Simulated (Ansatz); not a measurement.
A run for Ansatz (a program for electronic structure): R-wB97M-V/def2-TZVPPD on CHIO2 (a complex), monomers drawn apart or pushed together. Elements past Kr take the def2 small-core potentials; no spin–orbit coupling. Files ending in .json are basis or fitting sets from the Basis Set Exchange.

Ansatz 0.2 input:
```yaml
crystal:
  periodic: [false, false, false]
  atoms:
    - {symbol: O, position_ang: [1.13097344, -0.11991734, -0.02415050]}
    - {symbol: C, position_ang: [-0.00881629, 0.04349541, 0.10863795]}
    - {symbol: O, position_ang: [-1.15079624, 0.20741376, 0.23111172]}
    - {symbol: I, position_ang: [0.08596992, -0.03147707, 3.43817409]}
    - {symbol: H, position_ang: [-1.49998245, 0.20313002, 3.23914394]}
basis:
  gaussian:
    orbitals: def2-TZVPPD.json
hamiltonian:
  xc: {name: wB97M-V}
scf: {lower_state_search: off}
```

Output:

```
WARN ansatz: RAYON_NUM_THREADS=1 ignored (pool sized by the plan → 1); use --threads N
Functional definition: wB97M-V
these checks for a lower state are left out or cut short: stability, starts, cluster_reference, orbital_swaps, neighbouring_geometries, increment
integrals: 0.13 GiB planned
1044 factors; their error is unknown
integrals: 0.17 GiB planned
287 factors; integrals over basis functions are off by at most 1.2e-4 eV
mean field: 1.14 GiB planned
mean field evaluation 1: about -13245.6400 eV, gradient 4.8e1 eV
mean field evaluation 2: about -13244.6350 eV, gradient 5.7e1 eV
mean field evaluation 4: about -13249.3086 eV, gradient 1.3e0 eV
mean field evaluation 8: about -13249.3177 eV, gradient 5.9e-2 eV
mean field evaluation 16: about -13249.4699 eV, gradient 1.1e-4 eV
mean field -13249.46993831 eV, -486.9090394197 hartree, gradient 3.7e-6 eV, S^2 0.000000; 0 other end points of the search recorded, 0 dependent functions left out
reference -13249.47000627 eV, -486.9090419171 hartree; 24, 24 occupied and 169, 169 virtual orbitals, 1044 factors
Total energy: -13249.47000627 eV, -486.9090419171 hartree
Checks for a lower state left out: stability, starts, cluster_reference, orbital_swaps, neighbouring_geometries, increment
```

The calculation finished and met its thresholds.

Cost: about 11 core-seconds (a rough figure).
